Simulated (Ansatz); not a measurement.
`[NH2][Ti]([Cl])([Cl])[Cl]` + HI → `[Cl][Ti]([Cl])([Cl])[I]` + NH₃ at 298.15 K and 1 bar (ligand exchange at a Ti–N bond).

Calculated with Ansatz (gas phase, PBE0-D4/def2-TZVP geometries, no zero-point term in ΔE). CCSD(T)/CBS adds triple-zeta CCSD(T) − MP2 to the extrapolated MP2 energy (def2 sets, frozen cores). This one scheme is used for every species. def2 core potentials past Kr. For I, Ti outer-core shells are correlated without core-valence functions, which leaves a few kJ/mol of doubt a bond. Scalar relativity is left out up to krypton. Each species was taken in one conformer, which may not be the lowest.

```
                    species  CCSD(T)/CBS energy (Eh)  H − E (kJ/mol)  S (J/(mol·K))
`[NH2][Ti]([Cl])([Cl])[Cl]`              -2284.39597            99.5          391.4
                         HI               -298.03592            22.7          206.5
  `[Cl][Ti]([Cl])([Cl])[I]`              -2525.94918            36.0          384.5
                        NH₃                -56.50880           100.5          192.4
```

H − E and S are ideal-gas, rigid-rotor, harmonic terms from PBE0-D4/def2-TZVP, for one conformer and one mirror image of each species. 1 Eh = 2625.50 kJ/mol, R = 8.31446 J/(mol·K).

By hand: ΔE, ΔH, ΔS and ΔG.

ΔE = (-2525.94918) + (-56.50880) − (-2284.39597) − (-298.03592) = -0.02609 Eh = -68.5 kJ/mol. Δ(H − E) = 36.0 + 100.5 − 99.5 − 22.7 = 14.3, so ΔH = -54.2 kJ/mol. ΔS = 384.5 + 192.4 − 391.4 − 206.5 = -21.0 J/(mol·K). ΔG = -54.2 − 298.15 × (-21.0)/1000 = -47.9 kJ/mol.

By hand: the equilibrium constant, and the temperature at which ΔG would vanish if ΔH and ΔS stayed fixed.

log₁₀ K = −ΔG/(RT ln 10) = 8.4. ΔG = 0 at ΔH/ΔS = 2581 K, far beyond where these terms or the molecules hold.

ΔH outweighs TΔS. A doubt of 5 kJ/mol in ΔE shifts log₁₀ K by 0.9 here. Other conformers and mirror images would add mixing entropy, several J/(mol·K) or more a flexible species. Modes under 60 cm⁻¹, often nearly free rotors, make the harmonic entropy too high. These are equilibria of isolated gas molecules and say nothing of rates. Largest T1 diagnostic: 0.025 (customary marks: 0.02 for closed shells, 0.045 for open ones).
